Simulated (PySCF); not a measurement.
F₂H₆Si₃, SMILES F[Si](F)([SiH3])[SiH3].

Coordinates come from a TPSSh-D3(BJ)/def2-SVP optimisation.

All values below come from HF/def2-TZVP (PySCF).

Symmetry labels are those of the subgroup C2v that the program uses (full group C2v).

### Question
List the valence orbital energies around the gap with their symmetry. (Estimate from the structure and the level; the computed values follow.)

### Answer

| orbital | symmetry | energy (eV) |
|---|---|---|
| HOMO−7 | A2 | -17.86 |
| HOMO−6 | B2 | -17.37 |
| HOMO−5 | A1 | -13.98 |
| HOMO−4 | B2 | -13.66 |
| HOMO−3 | B1 | -13.54 |
| HOMO−2 | A2 | -13.53 |
| HOMO−1 | A1 | -13.44 |
| HOMO | B1 | -10.64 |
| LUMO | A1 | 2.15 |
| LUMO+1 | B2 | 2.53 |
| LUMO+2 | A1 | 3.17 |
| LUMO+3 | A2 | 3.93 |
